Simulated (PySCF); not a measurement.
Al2H4O4, SMILES [OH][Al]([OH])[Al]([OH])[OH].

Geometry optimised at PBE-D3(BJ)/def2-SVP. The structure was generated by enumeration; whether it is a known compound was not checked. The values are those of a single conformer.

Level of theory: PySCF with PBE-D3(BJ)/def2-SVP.

Frequencies are harmonic and unscaled.

Modes within 1.5 cm⁻¹ of each other (mostly degenerate sets) share a row, with their intensities summed.

```csv
mode,ν (cm⁻¹),IR (km/mol),moving atoms (share of kinetic energy)
1,25,0.0,O 94 %
2–3,89,8.0,"O 72 %, Al 16 %, H 12 %"
4,173,0.0,"O 82 %, H 13 %"
5–6,225,11.1,"Al 71 %, O 22 %"
7,230,83.4,"O 47 %, Al 29 %, H 24 %"
8,267,0.0,H 93 %
9,277,0.0,H 94 %
10–11,352,507.0,"H 82 %, O 16 %"
12,362,0.0,"Al 56 %, O 29 %, H 15 %"
13–14,489,617.1,"H 88 %, O 11 %"
15,565,1.5,"H 57 %, O 43 %"
16,569,0.0,"H 63 %, O 37 %"
17,758,224.6,"O 51 %, Al 27 %, H 22 %"
18,806,0.0,"O 46 %, Al 39 %, H 15 %"
19–20,880,171.2,"Al 48 %, O 47 %"
21–22,3806,33.8,H 94 %
23–24,3808,141.8,H 94 %
```
